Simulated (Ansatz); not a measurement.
Geometry optimisation, RHF/def2-SVP (Ansatz 0.2.0).

The input (input.yaml):

```yaml
crystal:
  periodic: [false, false, false]
  atoms:
    - { symbol: "N", position_ang: [0.31381, 2.02187, -0.85095] }
    - { symbol: C, position_ang: [0.34738, 1.14018, -0.02179] }
    - { symbol: C, position_ang: [0.49894, 0.0702, 0.70265] }
    - { symbol: Ga, position_ang: [-0.36797, -1.56592, 0.00031] }
    - { symbol: H, position_ang: [-0.38754, 2.74183, -0.90841] }
    - { symbol: H, position_ang: [1.07204, 0.08028, 1.62029] }
    - { symbol: H, position_ang: [-0.21649, -2.94073, 0.74946] }
    - { symbol: H, position_ang: [-1.26017, -1.54772, -1.29157] }
basis:
  gaussian: { orbitals: def2-SVP }
hamiltonian:
  xc: hf
relax:
  f_tol: 0.02
  max_steps: 50
output:
  orbitals: {}
```

Launched with:

```bash
$ ansatz run input.yaml --threads 1 --pin off --max-ram 2048MiB --backend cpu --events-out ev --progress --plain --runs-dir out
```

Q: Where does it end, and by what steps?

A: It converged. After 11 steps the energy has fallen by 0.096 eV; H5 moved furthest, 0.18 Å.

```tsv
step	energy less start (eV)	largest force component (eV/Å)	accepted
0	0.0000	1.168	yes
1	-0.0454	0.435	yes
2	-0.0387	0.628	no
3	-0.0651	0.406	yes
4	-0.0767	0.327	yes
5	-0.0474	0.747	no
6	-0.0935	0.108	yes
7	-0.0954	0.052	yes
8	-0.0940	0.244	no
9	-0.0960	0.023	yes
10	-0.0955	0.054	no
11	-0.0961	0.006	yes
```

```xyz
8
Properties=species:S:1:pos:R:3
N 0.364 2.096 -0.843
C 0.380 1.135 -0.116
C 0.452 0.040 0.603
Ga -0.389 -1.618 0.006
H -0.385 2.759 -0.726
H 1.019 0.111 1.525
H -0.223 -2.913 0.881
H -1.217 -1.610 -1.330
```

Whether the end is a true minimum wasn't checked by a vibrational analysis.

The run took 88 s on 1 thread of Intel(R) Xeon(R) Processor @ 2.50GHz (Skylake/Cascade Lake), on a shared host, peak memory 0.2 GiB.
